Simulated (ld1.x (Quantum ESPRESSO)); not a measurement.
Cl: one change to an ultrasoft potential, before and after

* Element: Cl (Z = 17)
* Generator: ld1.x (Quantum ESPRESSO) 7.5
* Type: ultrasoft
* Functional: PBE
* Relativity: scalar-relativistic
* Frozen core: [Ne]
* Valence charge: 7
* Reference configuration: 3s2 3p5
* Partial waves: 3s (bound): rcut 1.20, rcutus 1.40 bohr; 3s channel at 1.4 Ry: rcut 1.20, rcutus 1.40 bohr; 3p (bound): rcut 0.95, rcutus 1.00 bohr; 3p channel at -0.1 Ry: rcut 0.95, rcutus 1.00 bohr; 3d channel at 0.2 Ry: rcut 1.15, rcutus 1.40 bohr; 3d channel at 0.65 Ry: rcut 1.15, rcutus 1.40 bohr
* Local potential: all-electron potential smoothed inside 1.15 bohr (lloc = -1)
* Core correction: a·sin(br)/r model core, default radius (core density twice the valence density)
* Augmentation charge: built from norm-conserving waves at rcut, not smoothed further

Change: core correction a·sin(br)/r model core inside 1.08 bohr.

Cutoffs: the cutoffs (Ry, on a coarse ladder) from which the occupation-weighted sum of valence levels, in a spherical-Bessel basis at the reference potential, stays within 10 and 1 mRy of its value at 400 Ry; they do not see the model core or the augmentation charge, which bear on the density cutoff. Errors are all-electron minus pseudo energies relative to the spin-unpolarised reference configuration.

Task: How do hardness, ghosts and transferability respond?

Result: The potential gets neither clearly harder nor softer (55 Ry and 90 Ry → 55 Ry and 90 Ry); both files keep a bound ghost (p); of the 7 tests that both files solve, the error grows in 1 and shrinks in 3 by more than 15 % and 0.3 meV (median size 2.2 → 2.4 meV). The default core radius of the base comes out at 0.79 bohr. A wider model core is smoother and lowers the density cutoff, which this test does not measure.

| quantity | base | changed |
| --- | --- | --- |
| cutoff, loose | 55 Ry | 55 Ry |
| cutoff, tight | 90 Ry | 90 Ry |
| bound ghosts | p | p |
| error for 3s2 3p4, meV [ΔE 13.88 eV] | -0.3 | -0.3 |
| error for 3s2 3p3, meV [ΔE 39.32 eV] | +3.5 | +2.4 |
| error for 3s2 3p2, meV [ΔE 77.63 eV] | +20 | +13 |
| error for 3s1 3p6, meV [ΔE 12.15 eV] | +1.6 | +5.2 |
| error for 3s2 3p1, meV [ΔE 129.87 eV] | +62 | +42 |
| error for 3s2 3p4.5, meV [ΔE 5.58 eV] | -0.3 | -0.3 |
| error for 3s1 3p5, meV [ΔE 26.58 eV] | +2.2 | +2.4 |
| s: phases at 1.55 bohr within 0.05 rad from the reference energy up to (Ry; the scan ends near 5) | to the end of the scan | to the end of the scan |
| p: phases at 1.55 bohr within 0.05 rad from the reference energy up to (Ry; the scan ends near 5) | to the end of the scan | to the end of the scan |
| d: phases at 1.55 bohr within 0.05 rad from the reference energy up to (Ry; the scan ends near 5) | to the end of the scan | to the end of the scan |
| lowest overlap eigenvalue by channel | s 0.36, p 0.68, d 0.94 | s 0.36, p 0.68, d 0.94 |

 A true bound ghost makes a file unfit for plane-wave use even where its test errors are small: the radial tests pick states by their node count and pass the ghost by.
